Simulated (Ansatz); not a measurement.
`CS[SiH2][GeH3]` + H₂S → `[SH][GeH3]` + `CS[SiH3]` at 400 K and 1 bar (cleavage of the Ge–Si bond).

Gas-phase electronic energies from Ansatz, PBE0-D4/def2-TZVP geometries. CBS: MP2 limit from def2 TZ/QZ plus the TZ coupled-cluster correction, frozen cores. This one scheme is used for every species. For Ge outer-core shells are correlated without core-valence functions, which leaves a few kJ/mol of doubt a bond. Scalar relativity is left out up to krypton. Each species was taken in one conformer, which may not be the lowest.

```csv
species,CCSD(T)/CBS energy (Eh),H − E (kJ/mol),S (J/(mol·K))
`CS[SiH2][GeH3]`,-2805.84917,247.7,428.0
H₂S,-398.97279,53.4,215.9
`[SH][GeH3]`,-2476.30083,106.6,308.1
`CS[SiH3]`,-728.52947,194.4,339.2
```

H − E and S are ideal-gas, rigid-rotor, harmonic terms from PBE0-D4/def2-TZVP, for one conformer and one mirror image of each species. 1 Eh = 2625.50 kJ/mol, R = 8.31446 J/(mol·K).

Problem. By hand: ΔE, ΔH, ΔS and ΔG.

Solution. ΔE = (-2476.30083) + (-728.52947) − (-2805.84917) − (-398.97279) = -0.00834 Eh = -21.9 kJ/mol. Δ(H − E) = 106.6 + 194.4 − 247.7 − 53.4 = -0.1, so ΔH = -22.0 kJ/mol. ΔS = 308.1 + 339.2 − 428.0 − 215.9 = 3.4 J/(mol·K). ΔG = -22.0 − 400 × (3.4)/1000 = -23.4 kJ/mol.

Problem. By hand: the equilibrium constant, and the temperature at which ΔG would vanish if ΔH and ΔS stayed fixed.

Solution. log₁₀ K = −ΔG/(RT ln 10) = 3.1. ΔH and −TΔS have one sign here, so there is no such temperature. One of them is within its doubt of zero, so this could turn.

The number of gas molecules stays the same, so ΔS is small and ΔH decides. A doubt of 5 kJ/mol in ΔE shifts log₁₀ K by 0.7 here. Other conformers and mirror images would add mixing entropy, several J/(mol·K) or more a flexible species. Modes under 60 cm⁻¹, often nearly free rotors, make the harmonic entropy too high. These are equilibria of isolated gas molecules and say nothing of rates. Largest T1 diagnostic: 0.012 (customary marks: 0.02 for closed shells, 0.045 for open ones).
